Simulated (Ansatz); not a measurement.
Reactions of C3H5ClOS, SMILES `OCC=C(S)Cl`.

Calculated with Ansatz (gas phase, PBE0-D4/def2-TZVP geometries, no zero-point term in ΔE). CCSD(T)/CBS is the MP2 limit (def2-TZVPP, def2-QZVPP) plus CCSD(T) − MP2 in def2-TZVPP, frozen cores. This one scheme is used for every species, atoms too. Double bonds are as drawn, so ΔE can hold a change between cis and trans. Functionals use def2-TZVPP. B3LYP here is the variant with VWN-RPA as its local correlation; programs differ in this. No spin–orbit coupling; open shells (•) take unrestricted orbitals. Spin–orbit coupling would lower the free atoms: a little for C, Cl, O, S. One conformer a species, not always the lowest.

```tsv
reaction	CCSD(T)/CBS(def2) (eV)
`OC/C=C(/S)Cl` + H₂ → `OC/C=C/Cl` + H₂S	?
`OC/C=C(/S)Cl` → `[CH2]` (triplet) + `O/C=C(/S)Cl`	4.20
`OC/C=C(/S)Cl` → `CSC(=O)CCl`	-0.95
`OC/C=C(/S)Cl` + `CO[SiH3]` → `OCCO[SiH3]` + `C=C(S)Cl`	-0.19
`OC/C=C(/S)Cl` + CH₄ → `C/C(Cl)=C/CO` + H₂S	-0.23
`OC/C=C(/S)Cl` + H₂ → `C=C(S)Cl` + CH₃OH	?
`OC/C=C(/S)Cl` → 3 C• + Cl• + 5 H• + O• + S•	?
`OC/C=C(/S)Cl` + H₂O → `O/C=C(/S)Cl` + CH₃OH	0.32
`OC/C=C(/S)Cl` + `CC(O)F` → `CC(F)OCO` + `C=C(S)Cl`	0.08
```

**Question.** Fill in the missing values. (Estimate.)

**Answer.** The calculation gave: `OC/C=C(/S)Cl` + H₂ → `OC/C=C/Cl` + H₂S: -0.73 eV; `OC/C=C(/S)Cl` + H₂ → `C=C(S)Cl` + CH₃OH: -0.48 eV; `OC/C=C(/S)Cl` → 3 C• + Cl• + 5 H• + O• + S•: +43.09 eV.

Largest T1 diagnostic: 0.014, for `CSC(=O)CCl`.
